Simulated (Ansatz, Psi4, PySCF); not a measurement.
System: SiNHF₃ (charge 0, doublet). SMILES: [NH][Si](F)(F)F
Geometry from a B3LYP-D3(BJ)/def2-TZVP (Ansatz, an electronic-structure program) optimisation:
```xyz
6

N      1.5498     0.3290    -0.7276
Si     0.0119     0.0097    -0.0115
F     -0.5048    -1.4378    -0.3748
F      0.0657     0.1545     1.5602
F     -1.0404     1.0457    -0.5537
H      2.2995    -0.2995    -0.4315
```
Charge 0, spin multiplicity 2.

Quantity: size of the dipole moment, in D. Set-up: dispersion terms only where a functional's name holds one; non-relativistic; open shells spin-unrestricted; 6-311+G** with 5d, 6d on Na to Ar in Ansatz; spin-orbit terms left out; 6-31G* and kin with 6d, 5d where marked. Ab initio and DFT rows: single points at B3LYP-D3(BJ) geometries (Ansatz).

| level | program | size of the dipole moment (D) |
|---|---|---|
| SVWN5/6-31G* | Ansatz | 1.87 |
| PBE/def2-SVP | Ansatz | 1.79 |
| B3LYP/6-31G* | Ansatz | 1.89 |
| B3LYP/cc-pVDZ | Ansatz | 1.89 |
| PBE0/6-311+G** | Ansatz | 2.02 |
| M06-2X/6-311+G** | PySCF | 2.05 |
| wB97X-D/6-311+G** | Psi4 | 2.05 |

No value to compare with is used here. The 7 habitual levels span 1.79 (PBE/def2-SVP) to 2.05 D (M06-2X/6-311+G**).

The levels are drawn from those run, B3LYP/6-31G* more often than the rest, none by its result; left out are runs that failed, that the program found above a lower state of the same kind, or whose <S^2> lies over 0.5 above the pure value.
